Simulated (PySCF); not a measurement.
Distorted geometries of Er(OH)3

Er(OH)3 (singlet in the valence; each metal's 4f electrons, 11 of them, lie in its core potential, out of spins and levels). PySCF 2.14.0, RKS PBE, Er lcecp-1-SVP with ECP57, O def2-SVP, H def2-SVP; non-relativistic Hamiltonian with scalar-relativistic core potentials where named; density fitting; no spin-orbit coupling. Relaxed geometry:

```xyz
7

Er    0.0000    0.0000    0.1171
O     2.0315    0.0000    0.1399
H     2.9968    0.0000    0.1597
O    -1.0157    1.7593    0.1399
H    -1.4984    2.5953    0.1597
O    -1.0157   -1.7593    0.1399
H    -1.4984   -2.5953    0.1597
```

Order these distorted geometries by energy above the relaxed one, lowest first.
A.
```xyz
7

Er   -0.0221   -0.0224    0.1446
O     2.0116    0.0001    0.2136
H     2.9847    0.0188    0.1779
O    -1.0138    1.7953    0.1430
H    -1.5373    2.5807    0.1147
O    -0.9532   -1.7783    0.1148
H    -1.4700   -2.5943    0.1073
```
B.
```xyz
7

Er    0.2837    0.1499    0.1176
O     1.9006    0.0487    0.1801
H     3.0482   -0.4493    0.2223
O    -0.9818    1.9388   -0.2296
H    -1.4536    2.4622    0.1499
O    -0.9977   -1.9487    0.3172
H    -1.7994   -2.2016    0.2584
```
C.
```xyz
7

Er    0.0079    0.0102    0.1218
O     2.0748   -0.0024    0.1228
H     2.9542   -0.0205    0.1813
O    -1.0436    1.7699    0.1464
H    -1.4768    2.6089    0.1635
O    -1.0112   -1.7791    0.1576
H    -1.5055   -2.5870    0.1225
```

A (0.05 eV), C (0.27 eV), B (7.05 eV).

Which forces (eV/Å) act in the one that lies 7.05 eV up?


```
Er  -22.33  -0.14  -0.96
O    23.52  -3.52   0.91
H    -4.40   2.30  -0.16
O    10.79 -11.87  -6.94
H    -9.47  10.72   7.34
O    11.70   5.41   0.54
H    -9.81  -2.90  -0.74
```
Forces carry noise of the integration grid, about 0.01 to 0.03 eV/Å.

An lcecp potential fixes the number of 4f electrons, so in runs with it no electron can move into or out of that shell.
